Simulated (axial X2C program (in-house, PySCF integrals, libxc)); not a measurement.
# Low determinants of Mo₂ at the PBE0 level, spin-free

Calculated with an in-house all-electron X2C program for linear molecules (integrals from PySCF). Spin-free means the one-electron spin-free X2C Hamiltonian. Basis: Mo dyall-cv3z [11s12p9d5f3g] (cores contracted in-house); Gaussian nuclei, density fitting, unrestricted open shells. Masses: Mo 97.905 u.

Search at 2.966 Å (vertical energies from the lowest determinant):

| ΔE (eV) | state | electrons beyond evenly filled partner blocks | electrons in σ, π, δ, φ |
| --- | --- | --- | --- |
| 0.00 | M_S = 5, Λ = 0 | 2 × σα, 2 × π+α, 2 × π-α, 2 × δ+α, 2 × δ-α | 36 36 12 0 |
| 0.34 | M_S = 6, Λ = 0 | 4 × σα, 2 × π+α, 2 × π-α, 2 × δ+α, 2 × δ-α | 36 36 12 0 |
| 1.09 | M_S = 5, Λ = 1 | 3 × σα, 2 × π+α, π-α, 2 × δ+α, 2 × δ-α | 37 35 12 0 |
| 1.69 | M_S = 5, Λ = 1 | 3 × σα, 2 × π+α, π+β, 2 × π-α, 2 × δ+α, 2 × δ-α | 35 37 12 0 |
| 1.79 | M_S = 5, Λ = 2 | 3 × σα, 2 × π+α, 2 × π-α, 2 × δ+α, δ-α | 37 36 11 0 |
| 1.85 | M_S = 4, Λ = 2 | 2 × σα, 2 × π+α, π+β, π-α, 2 × δ+α, 2 × δ-α | 36 36 12 0 |
| 1.85 | M_S = 4, Λ = 0 | 2 × σα, π+α, π+β, 2 × π-α, 2 × δ+α, 2 × δ-α | 36 36 12 0 |

Lowest determinant, M_S = 5, Λ = 0 (beyond evenly filled blocks: 2 × σα, 2 × π+α, 2 × π-α, 2 × δ+α, 2 × δ-α): Re = 2.953 Å, ωe = 154.9 cm⁻¹.

The determinant in row 3 of the search, M_S = 5, Λ = 1 (beyond evenly filled blocks: 3 × σα, 2 × π+α, π-α, 2 × δ+α, 2 × δ-α), was followed along the bond at PBE0; measured from the minimum of the lowest determinant it gives:

Te = 1.086 eV (8757 cm⁻¹), Re = 2.920 Å, ωe = 156.3 cm⁻¹.

Q: Compare the bond of the determinant in row 3 with that of the lowest one.

A: At PBE0 its Re is 0.033 Å shorter and its force constant, which goes as ωe², is 1.02 times that of the lowest determinant. T0 ≈ Te + Δωe/2 = 8757 + (1) = 8758 cm⁻¹.

The search compares states at one distance, so a state with another bond length can lie lower; it is not exhaustive and yields mostly the lowest determinant of each block pattern, so other components and higher states of one pattern are missing. A followed state lies above the atoms to which the lowest one dissociates. These are energies of single determinants, not of spin-adapted states; PBE0 term energies can be off by some tenths of an eV, and the functional has no current term. The lowest determinant need not be the ground state where others lie within half an eV.
